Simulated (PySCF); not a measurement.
**Electron correlation in B⁺ (boron, charge +1)**

[He] 2s2, closed-shell 1S. All numbers are calculated (PySCF 2.14, scalar relativity by spin-free X2C-1e, in cc-pVTZ-DK). Frozen: 1s2; 2 electrons correlated.

Total MP2 correlation energy: -35.89 mhartree.

Same-spin part 0.00 and opposite-spin part -35.89 mhartree; SCS-MP2 scales them by 1/3 and 6/5 to -43.07 mhartree.

With two correlated electrons CCSD is exact within the correlated space (frozen core and kept virtual orbitals).

```
level  correlation energy (mhartree)
 CCSD                         -59.75
```

Diagnostics: T1 = 0.012, D1 = 0.0170, largest double amplitude 0.150.

A double-excitation amplitude exceeds 0.15, a sign of near-degeneracy.

Cost of the coupled-cluster step: 0.07 s of wall time on 1 thread of Neoverse-V2 (shared host), for 2 correlated electrons.
